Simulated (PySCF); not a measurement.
A run for PySCF: R-M06-2X/def2-TZVPP on N2 (SMILES N#N).

```python
from pyscf import gto, dft

mol = gto.M(
    atom='''
    N    -0.27109887   -0.29772200   -0.36795538
    N     0.27109887    0.29772200    0.36795538
    ''',
    basis='def2-tzvpp',
    charge=0, spin=0, verbose=4, max_memory=1800)
mf = dft.RKS(mol, xc='m062x').density_fit(auxbasis='def2-universal-jkfit')
mf.grids.level = 4
mf.conv_tol = 1e-9
mf.max_cycle = 150
mf.kernel()
mf.dip_moment()
```

It printed:

```
PySCF version 2.14.0

[INPUT] verbose = 4
[INPUT] num. atoms = 2
[INPUT] num. electrons = 14
[INPUT] charge = 0
[INPUT] spin (= nelec alpha-beta = 2S) = 0
[INPUT] symmetry False subgroup None
[INPUT] Mole.unit = angstrom
[INPUT] Symbol           X                Y                Z      unit          X                Y                Z       unit  Magmom
[INPUT]  1 N     -0.271098870000  -0.297722000000  -0.367955380000 AA   -0.512302616979  -0.562613041258  -0.695334894260 Bohr   0.0
[INPUT]  2 N      0.271098870000   0.297722000000   0.367955380000 AA    0.512302616979   0.562613041258   0.695334894260 Bohr   0.0

nuclear repulsion = 23.7687370992663
number of shells = 22
number of NR pGTOs = 92
number of NR cGTOs = 62
basis = def2-tzvpp
ecp = {}


******** <class 'pyscf.df.df_jk.DFRKS'> ********
method = DFRKS
initial guess = minao
damping factor = 0
level_shift factor = 0
DIIS = <class 'pyscf.scf.diis.CDIIS'>
diis_start_cycle = 1
diis_space = 8
diis_damp = 0
SCF conv_tol = 1e-09
SCF conv_tol_grad = None
SCF max_cycles = 150
direct_scf = False
XC library pyscf.dft.libxc version 7.1.2
    S. Lehtola, C. Steigemann, M. J. T. Oliveira, and M. A. L. Marques,  SoftwareX 7, 1–5 (2018)
XC functionals = m062x
    Y. Zhao and D. G. Truhlar,  Theor. Chem. Acc. 120, 215 (2008)
    Y. Zhao and D. G. Truhlar,  Theor. Chem. Acc. 120, 215 (2008)
radial grids:
    Treutler-Ahlrichs [JCP 102, 346 (1995); DOI:10.1063/1.469408] (M4) radial grids

becke partition: Becke, JCP 88, 2547 (1988); DOI:10.1063/1.454033
pruning grids: <function nwchem_prune>
grids dens level: 4
symmetrized grids: False
atomic radii adjust function: <function treutler_atomic_radii_adjust>
small_rho_cutoff = 0
Set gradient conv threshold to 3.16228e-05
Initial guess from minao.
tot grids = 55752
******** <class 'pyscf.df.df.DF'> ********
auxbasis = def2-universal-jkfit
init E= -109.654687004804
  HOMO = -0.395928252583076  LUMO = -0.0105216281336619  gap/eV = 10.48745
cycle= 1 E= -109.529355591755  delta_E= 0.125  |g|= 0.17  |ddm|= 1.35
  HOMO = -0.535946829292612  LUMO = 0.00967606894335883  gap/eV = 14.84716
cycle= 2 E= -109.534560244016  delta_E= -0.0052  |g|= 0.0831  |ddm|= 0.158
  HOMO = -0.509613045823094  LUMO = 0.0363581452785256  gap/eV = 14.85663
cycle= 3 E= -109.535810561122  delta_E= -0.00125  |g|= 0.00618  |ddm|= 0.0589
  HOMO = -0.511641032616605  LUMO = 0.0356686935017188  gap/eV = 14.89306
cycle= 4 E= -109.535820409895  delta_E= -9.85e-06  |g|= 0.000718  |ddm|= 0.00975
  HOMO = -0.511571778070099  LUMO = 0.0356962025268764  gap/eV = 14.89192
cycle= 5 E= -109.535820533196  delta_E= -1.23e-07  |g|= 0.000125  |ddm|= 0.000838
  HOMO = -0.511614742135918  LUMO = 0.0356675148177538  gap/eV = 14.89231
cycle= 6 E= -109.535820536373  delta_E= -3.18e-09  |g|= 5.89e-06  |ddm|= 0.000204
  HOMO = -0.511615065978956  LUMO = 0.0356680006111121  gap/eV = 14.89233
cycle= 7 E= -109.535820536388  delta_E= -1.49e-11  |g|= 4.7e-07  |ddm|= 2.08e-05
  HOMO = -0.511615011628158  LUMO = 0.0356680794556172  gap/eV = 14.89233
Extra cycle  E= -109.535820536388  delta_E= -1.14e-13  |g|= 1.23e-07  |ddm|= 2.27e-06
converged SCF energy = -109.535820536388
Dipole moment(X, Y, Z, Debye):  0.00000,  0.00000,  0.00000
```

Self-consistency was reached.

Cost: roughly 1.5 core-seconds.
